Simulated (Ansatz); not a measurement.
Geometry optimisation, Ansatz, RKS PBE-D4/def2-SVP.

input.yaml

```yaml
crystal:
  periodic: [false, false, false]
  atoms:
    - { symbol: Al, position_ang: [0.005234, 0.239064, -0.063672] }
    - { symbol: H, position_ang: [0.024576, 0.208885, 1.503982] }
    - { symbol: F, position_ang: [1.428845, 0.362618, -0.922206] }
    - { symbol: F, position_ang: [-1.445299, 0.262299, -0.885045] }
    - { symbol: Cl, position_ang: [0.097898, -2.846564, 1.411327] }
    - { symbol: H, position_ang: [0.037847, -1.607103, 1.923614] }
basis:
  gaussian: { orbitals: def2-SVP }
hamiltonian:
  xc: pbe
  dispersion: d4
relax:
  f_tol: 0.03
  max_steps: 50
```

Run as:

```bash
$ ansatz run input.yaml --threads 2 --pin off --max-ram 3072MiB --backend cpu --events-out ev --progress --plain --runs-dir out
```

Where does it end, and by what steps?

The forces met the threshold. After 11 steps the energy has fallen by 0.303 eV; Cl5 moved furthest, 0.71 Å. Joined: Al1–Cl5 (3.42 → 2.63 Å).

```
step  energy less start (eV)  largest force component (eV/Å)  accepted
   0                  0.0000                           0.987       yes
   1                 -0.0595                           0.883       yes
   2                 -0.1227                           1.256       yes
   3                 -0.2020                           0.869       yes
   4                 -0.1993                           0.427        no
   5                 -0.2408                           0.462       yes
   6                 -0.2675                           0.092       yes
   7                 -0.2868                           0.240       yes
   8                 -0.3005                           0.068       yes
   9                 -0.3008                           0.093       yes
  10                 -0.3025                           0.063       yes
  11                 -0.3029                           0.007       yes
```

```xyz
6
Properties=species:S:1:pos:R:3
Al 0.004 0.126 0.055
H -0.001 0.725 1.522
F 1.428 0.090 -0.830
F -1.429 0.014 -0.808
Cl 0.077 -2.362 0.892
H 0.071 -1.975 2.136
```

Time of the run: 14 s on 2 threads of Arm Neoverse V1, with other jobs on the host, peak memory 0.14 GiB.
